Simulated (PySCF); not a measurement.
CH$_{7}$GeNSi, CH$_{4}$GeO$_{2}$ (calculated)

All values are calculated (PySCF 2.14.0). Calculation on a computer-drawn molecule: the log of a Hartree-Fock and frozen-core CCSD(T) single point meant for a local Hartree-Fock minimum, with one planted fault or none, to be diagnosed. Offsets are logged minus clean, where the clean run is the same molecule without the fault. The reference is restricted for singlets and unrestricted otherwise, and also for a bond in bohr or an excited solution. Adding or removing an electron swaps singlet and doublet. The excited solution moves the top pair (singlet) or top alpha electron (doublet) to the lowest empty orbital. Highest occupied and lowest empty are orbital energies over both spins, largest force is the largest gradient component, triples share is (T) over the correlation energy, the T1 limit is 0.02 restricted and 0.045 unrestricted, electrons count all cores, a negative frequency is imaginary (commonest isotopes), and the dipole is about the centre of nuclear charge; on germanium a core potential holds 10 electrons, which the energies leave out, and 3d is frozen in MP2 and coupled-cluster steps.

Common to all runs: meant charge 0; meant multiplicity 1; meant basis and core potential on germanium cc-pVDZ-PP ECP10MDF; logged SCF converged yes; logged CC converged yes; logged SCF stable within its kind yes; possible faults no fault, one electron removed, one electron added, multiplicity raised by two, geometry at a saddle point, SCF held on an excited solution, minimal basis STO-3G, one bond length entered in bohr, all coordinates scaled.

(1) CH$_{7}$GeNSi

Logged structure:
```xyz
11
CH7GeNSi
C      0.2011     1.8622    -1.1192
Ge    -1.3247     0.6859    -0.7509
N     -2.6659     0.4356    -1.7474
Si    -1.2908    -0.5233     1.3207
H      0.0792     2.3556    -2.0842
H      0.2831     2.6199    -0.3366
H      1.1251     1.2795    -1.1282
H     -2.6360     0.9657    -2.6085
H     -2.5104    -1.3473     1.4220
H     -1.2235     0.4363     2.4478
H     -0.0845    -1.3827     1.3676
```

| Item | Value |
| --- | --- |
| meant basis | cc-pV(D+d)Z |
| logged electrons | 65 |
| logged basis functions | 109 |
| logged spin squared | 0.756 |
| logged highest occupied | -16.013 eV |
| logged lowest empty | -6.3231 eV |
| logged largest force | 0.091709 hartree/bohr |
| logged T1 diagnostic | 0.01496 |
| logged D1 diagnostic | 0.05701 |
| logged triples share | 0.026838 |
| logged dipole magnitude | 2.5281 debye |
| logged energy HF | -678.39462 hartree |
| logged energy CCSD(T) | -678.92085 hartree |
| planted fault | one electron removed |
| HF energy offset from clean run | 163.7 kcal/mol |
| CCSD(T) energy offset from clean run | 204.1 kcal/mol |

Drawn bonds:
| atom | other atom | order |
| --- | --- | --- |
| 1 | 2 | 1 |
| 2 | 3 | 2 |
| 2 | 4 | 1 |
| 1 | 5 | 1 |
| 1 | 6 | 1 |
| 1 | 7 | 1 |
| 3 | 8 | 1 |
| 4 | 9 | 1 |
| 4 | 10 | 1 |
| 4 | 11 | 1 |

(2) CH$_{7}$GeNSi

Structure as in entry 1.

| Item | Value |
| --- | --- |
| meant basis | cc-pV(D+d)Z |
| logged electrons | 66 |
| logged basis functions | 109 |
| logged spin squared | 2.0282 |
| logged highest occupied | -6.2552 eV |
| logged lowest empty | 0.60483 eV |
| logged largest force | 0.10635 hartree/bohr |
| logged T1 diagnostic | 0.012196 |
| logged D1 diagnostic | 0.035529 |
| logged triples share | 0.026374 |
| logged dipole magnitude | 2.1843 debye |
| logged energy HF | -678.59399 hartree |
| logged energy CCSD(T) | -679.13061 hartree |
| planted fault | multiplicity raised by two |
| HF energy offset from clean run | 38.57 kcal/mol |
| CCSD(T) energy offset from clean run | 72.46 kcal/mol |

Drawn bonds:
| atom | other atom | order |
| --- | --- | --- |
| 1 | 2 | 1 |
| 2 | 3 | 2 |
| 2 | 4 | 1 |
| 1 | 5 | 1 |
| 1 | 6 | 1 |
| 1 | 7 | 1 |
| 3 | 8 | 1 |
| 4 | 9 | 1 |
| 4 | 10 | 1 |
| 4 | 11 | 1 |

(3) CH$_{4}$GeO$_{2}$

Logged structure:
```xyz
8
CH4GeO2
C      1.7261     2.1466     1.6184
Ge     3.4934     1.4694     2.0152
O      4.8665     1.6586     1.1905
O      3.4529     0.5424     3.5010
H      1.3938     2.8024     2.4254
H      1.0229     1.3162     1.5315
H      1.7773     3.1985    -0.1485
H      2.6152     0.4722     3.9361
```

| Quantity | Value |
| --- | --- |
| meant basis | cc-pVDZ |
| logged electrons | 58 |
| logged basis functions | 85 |
| logged spin squared | 0.716 |
| logged highest occupied | -11.412 eV |
| logged lowest empty | 1.5598 eV |
| logged largest force | 0.021655 hartree/bohr |
| logged T1 diagnostic | 0.056567 |
| logged D1 diagnostic | 0.26589 |
| logged triples share | 0.036643 |
| logged dipole magnitude | 6.5918 debye |
| logged energy HF | -483.15804 hartree |
| logged energy CCSD(T) | -483.8148 hartree |
| planted fault | ? |

Drawn bonds:
| atom | other atom | order |
| --- | --- | --- |
| 1 | 2 | 1 |
| 2 | 3 | 2 |
| 2 | 4 | 1 |
| 1 | 5 | 1 |
| 1 | 6 | 1 |
| 1 | 7 | 1 |
| 4 | 8 | 1 |

Notes: T1 above single-reference limit.

## Withheld values
1. CH$_{4}$GeO$_{2}$ (entry 3): planted fault?

Calculated values
1. one bond length entered in bohr, row 6 of the drawn bonds

Further results for CH$_{4}$GeO$_{2}$ (entry 3):

| Property | Result |
| --- | --- |
| HF energy offset from clean run | 83.19 kcal/mol |
| CCSD(T) energy offset from clean run | 84.41 kcal/mol |
